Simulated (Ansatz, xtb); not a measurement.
**C3H5BS: which of two isomers lies lower**

Structure a: `B[C@@H](S)C#C`, a singlet. Structure b: `BCC#CS`, a singlet. Both are isolated molecules in the gas phase, relaxed with B3LYP-D3(BJ)/def2-SVP; the shapes shown needn't be the lowest conformers.

a (Å):

```csv
atom,x (Å),y (Å),z (Å)
C,-1.8704,0.3016,-0.2404
C,-1.9385,-0.1534,-1.6195
C,-2.0035,-0.5468,-2.7637
B,-2.6411,1.6328,0.0821
S,-2.2591,-1.0205,0.9955
H,-2.7957,2.4499,-0.7870
H,-2.9880,1.8622,1.2121
H,-0.8343,0.6618,-0.0291
H,-1.3820,-1.9357,0.5203
H,-2.0649,-0.8912,-3.7784
```

b (Å):

```yaml
atoms:
  - { symbol: C, position_ang: [-1.3337, -0.4125, -0.1469] }
  - { symbol: C, position_ang: [-2.3201, 0.6545, -0.0885] }
  - { symbol: C, position_ang: [-3.1608, 1.5341, -0.0702] }
  - { symbol: B, position_ang: [-1.0671, -1.0906, -1.5359] }
  - { symbol: S, position_ang: [-4.2919, 2.7889, 0.0919] }
  - { symbol: H, position_ang: [-1.4813, -0.6224, -2.5657] }
  - { symbol: H, position_ang: [-0.3799, -2.0826, -1.5624] }
  - { symbol: H, position_ang: [-1.5192, -1.1898, 0.6193] }
  - { symbol: H, position_ang: [-0.3194, -0.0282, 0.1157] }
  - { symbol: H, position_ang: [-4.8117, 2.7273, -1.1610] }
```

Which of the two would you expect CCSD(T)/def2-SVP + ΔMP2/def2-TZVPP electronic energies to favour?

Structure b; the calculation gives E(b) − E(a) = −4.7 kcal/mol.

The same difference at several levels:

```tsv
level	geometry	E(b) − E(a) (kcal/mol)	departure from the last row (kcal/mol)	job, with rough time for the two
GFN2-xTB	GFN2-xTB	−7.1	−2.4	optimisation, 0.27 s
HF/STO-3G	GFN2-xTB	−13.4	−8.7	single point, 0.46 s
r2SCAN-D4/def2-SVP	GFN2-xTB	−8.4	−3.7	single point, 2.8 s
B3LYP-D3(BJ)/def2-SVP	B3LYP-D3(BJ)/def2-SVP	−6.2	−1.5	optimisation, 89 s
HF/def2-SVP	B3LYP-D3(BJ)/def2-SVP	−5.9	−1.2	part of the CCSD(T) run
MP2/def2-SVP	B3LYP-D3(BJ)/def2-SVP	−5.3	−0.6	part of the CCSD(T) run
CCSD(T)/def2-SVP	B3LYP-D3(BJ)/def2-SVP	−5.1	−0.5	single point
CCSD(T)/def2-SVP + ΔMP2/def2-TZVPP	B3LYP-D3(BJ)/def2-SVP	−4.7		single point, 29 s
```

As drawn, both hold the same kinds of bond in the same numbers.

The levels shown agree on the order. The largest departure from CCSD(T)/def2-SVP + ΔMP2/def2-TZVPP is that of HF/STO-3G, 8.7 kcal/mol. The last row adds to CCSD(T) the change of the MP2 difference between the two basis sets, here +0.5 kcal/mol.

With harmonic frequencies from B3LYP-D3(BJ)/def2-SVP (ideal gas, rigid rotor, one conformer each, 298.15 K, 1 atm): on the last row, ΔE + ΔZPE = −4.6, ΔH = −4.3, ΔG = −5.3 kcal/mol.

The correlated steps freeze 9 core orbitals. Run with Ansatz 0.2.0, xtb 6.7.1; the last row on 2 threads of Intel(R) Xeon(R) Platinum 8259CL CPU @ 2.50GHz (Skylake/Cascade Lake) on a shared host.
